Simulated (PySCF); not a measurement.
GeH₂S, neutral, multiplicity 1.

```xyz
4

Ge     0.0539     0.7538     0.0000
H     -1.5389     0.8280     0.0000
S     -0.0888    -1.4536     0.0000
H      1.2344    -1.6931     0.0000
```
Charge 0, spin multiplicity 1.

Coordinates come from a PBE0-D3(BJ)/def2-TZVP optimisation.

Method: B3LYP/pcSseg-2 (PySCF). Non-relativistic, no solvent.

Give the absolute GIAO shielding of each atom: isotropic value and principal components (ppm). (The exact figures need the calculation; the answer reports its results.)


```
atom  σ(iso)      σ11    σ22     σ33    span
----  ------  -------  -----  ------  ------
Ge1    221.4  -1358.6  448.8  1573.9  2932.5
H2      21.5     17.6   21.2    25.9     8.3
S3     138.3   -648.7  472.9   590.8  1239.5
H4      25.2     23.7   23.8    28.1     4.5
```
